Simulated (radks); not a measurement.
Effect of the nuclear size on neutral antimony, [Kr] 4d10 5s2 5p3. Calculated with a radial shooting solver on a logarithmic mesh with Libxc functionals: Dirac Kohn-Sham, exchange-only LDA, spin-unpolarised, spherical densities, finite nucleus; open shells fill j = l - 1/2 first; Fermi nuclear charge, rms radius 4.6802 fm. The rms radius is varied about that value; shifts are against it.

| rms radius (fm) | total energy shift (eV) | density at nucleus (e/bohr^3) | 1s1/2 shift (meV) | 2s1/2 shift (meV) | 4p1/2 shift (meV) | 5s1/2 shift (meV) | 5p1/2 shift (meV) | 5p3/2 shift (meV) |
|---|---|---|---|---|---|---|---|---|
| 4.0016 | -1.25 | 2.133e+05 | -523 | -60.3 | 0.188 | -0.237 | 0.031 | 0.031 |
| 4.2543 | -0.802 | 2.112e+05 | -336 | -38.8 | 0.121 | -0.153 | 0.020 | 0.020 |
| 4.6802 | 0 | 2.081e+05 | 0.000 | 0.000 | 0.000 | 0.000 | 0.000 | 0.000 |
| 4.8253 | 0.288 | 2.07e+05 | 121 | 13.9 | -0.043 | 0.055 | -0.007 | -0.007 |
| 5.7988 | 2.41 | 2.011e+05 | 1010 | 117 | -0.364 | 0.458 | -0.060 | -0.060 |

Slopes of the eigenvalues against <r^2> in GHz/fm^2, as finite differences over the two radii next to the reference (eigenvalue slopes, not the field-shift constants of lines): 1s1/2 21300, 2s1/2 2460, 4p1/2 -7.68, 5s1/2 9.67, 5p3/2 -1.28.
